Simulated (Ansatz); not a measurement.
Relaxation of GeH$_{7}$N (9 atoms, charge 0, multiplicity 1), to a largest force component of 0.03 eV/Å in at most 50 steps.

The calculation used Ansatz, RKS PBE-D4/def2-TZVP.

```xyz
9
Properties=species:S:1:pos:R:3
Ge 0.209 0.020 -0.046
H 0.243 -0.125 1.495
H 1.668 0.051 -0.569
H -0.495 1.331 -0.446
H -0.512 -1.198 -0.660
N -2.560 -0.089 1.398
H -2.659 -0.637 0.541
H -2.615 0.900 1.137
H -1.600 -0.252 1.758
```

Question: Where does it end, and by what steps?

Answer: It converged. The force dipped under the threshold on the way, but the program's further checks kept it going. After 9 steps the energy has fallen by 0.148 eV; H9 moved furthest, 0.64 Å.

```json
{"step": "0", "energy less start (eV)": "0.0000", "largest force component (eV/Å)": "0.810", "accepted": "yes"}
{"step": "1", "energy less start (eV)": "-0.1055", "largest force component (eV/Å)": "0.305", "accepted": "yes"}
{"step": "2", "energy less start (eV)": "-0.1408", "largest force component (eV/Å)": "0.128", "accepted": "yes"}
{"step": "3", "energy less start (eV)": "-0.1182", "largest force component (eV/Å)": "0.431", "accepted": "no"}
{"step": "4", "energy less start (eV)": "-0.1445", "largest force component (eV/Å)": "0.069", "accepted": "yes"}
{"step": "5", "energy less start (eV)": "-0.1470", "largest force component (eV/Å)": "0.007", "accepted": "yes"}
{"step": "6", "energy less start (eV)": "-0.1431", "largest force component (eV/Å)": "0.375", "accepted": "no"}
{"step": "7", "energy less start (eV)": "-0.1475", "largest force component (eV/Å)": "0.108", "accepted": "yes"}
{"step": "8", "energy less start (eV)": "-0.1480", "largest force component (eV/Å)": "0.078", "accepted": "yes"}
{"step": "9", "energy less start (eV)": "-0.1483", "largest force component (eV/Å)": "0.014", "accepted": "yes"}
```

```xyz
9
Properties=species:S:1:pos:R:3
Ge 0.454 0.038 -0.148
H 0.603 -0.109 1.382
H 1.854 0.073 -0.799
H -0.294 1.349 -0.470
H -0.341 -1.162 -0.707
N -2.907 -0.059 1.471
H -2.862 -0.687 0.666
H -2.692 0.878 1.122
H -2.136 -0.322 2.090
```

Whether the end is a true minimum wasn't checked by a vibrational analysis.

Time of the run: 8.1 s on 4 threads of Arm Neoverse V1, with other jobs on the host, peak memory 0.18 GiB.
